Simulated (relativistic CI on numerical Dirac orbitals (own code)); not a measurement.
Radial parameters of Se³²⁺

Computed by Dirac-Coulomb-Breit CI, separate exchange-only KLI orbitals for each configuration, model QED (radiative potential, 1s self-energy scaled to tabulated hydrogen-like ionisation energies), unscaled Slater integrals (own radial code, finite nucleus).

Slater integrals F^k, G^k are unscaled and averaged over j, outside the closed core (none); ζ comes from projecting the Hamiltonian with its Breit term on Σ l·s of the shell.

- 1s 2s: G^0(1s,2s) = 167320 cm⁻¹; <r>(1s) = 0.0433, <r^2>(1s) = 0.002516, <r>(2s) = 0.1758, <r^2>(2s) = 0.03617 (bohr units).
- 1s 2p: G^1(1s,2p) = 359780, ζ(2p) = 304210 cm⁻¹; <r>(1s) = 0.04331, <r^2>(1s) = 0.002516, <r>(2p) = 0.1488, <r^2>(2p) = 0.02667 (bohr units).
- 1s 3s: G^0(1s,3s) = 43918 cm⁻¹; <r>(1s) = 0.04325, <r^2>(1s) = 0.002509, <r>(3s) = 0.3991, <r^2>(3s) = 0.1813 (bohr units).

Averages of the first 10 configurations, taken without configuration mixing, which lowers the lowest level and can move excited configurations by several eV; other configurations of the list can lie among them:

| Configuration | Parity | States | Average energy above the lowest level (eV) |
| --- | --- | --- | --- |
| 1s2 | even | 1 | 0.0 |
| 1s 2s | even | 4 | 11545.1 |
| 1s 2p | odd | 12 | 11616.6 |
| 1s 3s | even | 4 | 13681.5 |
| 1s 3p | odd | 12 | 13702.1 |
| 1s 3d | even | 20 | 13714.5 |
| 1s 4s | even | 4 | 14422.9 |
| 1s 4p | odd | 12 | 14431.5 |
| 1s 4d | even | 20 | 14436.7 |
| 1s 4f | odd | 28 | 14438.4 |
